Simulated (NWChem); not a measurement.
GeF₃, doublet; SMILES [F][Ge]([F])[F]

```xyz
4

F     -0.4814     1.5236    -0.4079
Ge     0.0000     0.0000     0.2487
F     -1.0787    -1.1787    -0.4079
F      1.5601    -0.3449    -0.4079
```
Atoms are numbered in this order, from 1.

Level: PBE0/def2-SVP, spin-unrestricted (NWChem), optimised geometry, unscaled harmonic frequencies. In the optimisation the excess spin sits in a (C3, its own frame).

Q: List the harmonic frequencies with IR intensities, and the thermochemistry.

A: 
```json
[
 {"frequency (cm⁻¹)": "209", "IR intensity (km/mol)": "10.6"},
 {"frequency (cm⁻¹)": "209", "IR intensity (km/mol)": "10.6"},
 {"frequency (cm⁻¹)": "263", "IR intensity (km/mol)": "38.4"},
 {"frequency (cm⁻¹)": "697", "IR intensity (km/mol)": "26.3"},
 {"frequency (cm⁻¹)": "738", "IR intensity (km/mol)": "90.0"},
 {"frequency (cm⁻¹)": "738", "IR intensity (km/mol)": "90.0"}
]
```

```json
{
  "zero_point_energy": "4.1 kcal/mol",
  "thermal correction to the enthalpy at 298.15 K (with zero-point energy)": "7.6 kcal/mol",
  "heat capacity Cv": "13.7 cal/(mol K)",
  "dipole_moment": "2.15 D"
}
```

Rigid rotor and harmonic oscillator.
